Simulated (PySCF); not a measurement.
How methods differ on the ionisation energy of I⁺

I⁺ [Kr] 4d10 5s2 5p4 (3P) → I²⁺ [Kr] 4d10 5s2 5p3 (4S), as a difference of total energies. All numbers are calculated (PySCF 2.14, a scalar-relativistic core potential, in def2-TZVPPD with the def2 core potential (28 electrons) (7s6p4d2f, 59 functions)). Correlated levels: valence: 4s2 4p6 4d10 frozen. The calculations carry no spin-orbit coupling.

| method | ionisation energy (eV) | error (eV) |
| --- | --- | --- |
| UHF | 17.684 | -1.066 |
| MP2 (valence) | 18.283 | -0.467 |
| SCS-MP2 (valence) | 18.343 | -0.407 |
| CCSD (valence) | 18.411 | -0.339 |
| CCSD(T) (valence) | 18.433 | -0.317 |

Reference: 18.750 eV (measured; NIST levels, between the centres of gravity of the two terms).

Errors of the correlated levels include the incompleteness of this basis and the frozen core.
